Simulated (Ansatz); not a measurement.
Total energies of C2H5Cl2InN (`[CH2][N](C)[In]([Cl])[Cl]`) radical.

Z-matrix (Å, degrees):
```
C
N 1 1.445
H 1 1.092 2 108.4
H 1 1.092 2 109.1 3 116.8
H 1 1.094 2 112.0 3 -121.8
In 2 2.359 1 118.0 3 -53.2
C 2 1.261 1 120.8 3 122.7
Cl 6 2.387 2 92.8 1 50.3
Cl 6 2.392 2 94.0 1 166.9
H 7 1.093 2 121.5 1 0.7
H 7 1.088 2 119.0 1 -178.6
```

The species carries charge 0 and has multiplicity 2. Correlated methods include outer-core shells of In, which these sets cover unevenly. In takes the def2 core potential. The structure was optimised at the PBE0-D4/def2-TZVP level. It is one conformer, not always the lowest. Basis def2-TZVPP, the Gaussian-basis code of Ansatz.

RPA on PBE orbitals: Hartree–Fock energy of these orbitals -1241.40360 Eh, correlation -1.88233 Eh (frozen core).

```csv
functional,energy without D4 (Eh),D4 term (kJ/mol)
LDA (SPW92),-1240.19243,–
PBE,-1244.12485,-30.9
revPBE,-1244.51207,-81.7
B3LYP,-1244.77593,-50.0
HSE06 (plane-wave form),-1244.18576,-25.3
BHLYP,-1244.51419,-42.7
LC-ωPBE,-1244.35960,–
ωB97X-V,-1244.47467,–
ωB97M-V,-1244.51708,–
B2PLYP,-1244.08589,–
```

Q: Give the same for BLYP, r2SCAN, B97M-V, PBE0, r2SCANh, r2SCAN0, CAM-B3LYP, PBE-QIDH. (Best estimate.)

A: Computed: 
```csv
functional,energy without D4 (Eh),D4 term (kJ/mol)
BLYP,-1244.56794,-65.3
r2SCAN,-1244.60916,-7.8
B97M-V,-1244.43134,–
PBE0,-1244.20984,-26.8
r2SCANh,-1244.58562,-8.5
r2SCAN0,-1244.55211,-9.4
CAM-B3LYP,-1244.61021,-27.8
PBE-QIDH,-1243.81953,–
```

B3LYP takes the VWN-RPA correlation (the form of Gaussian; ORCA's B3LYP/G). HSE06 is the plane-wave form, built on full-range PBE exchange. The double hybrids freeze the cores in their second-order part.

LC-ωPBE has ω = 0.4 bohr⁻¹.
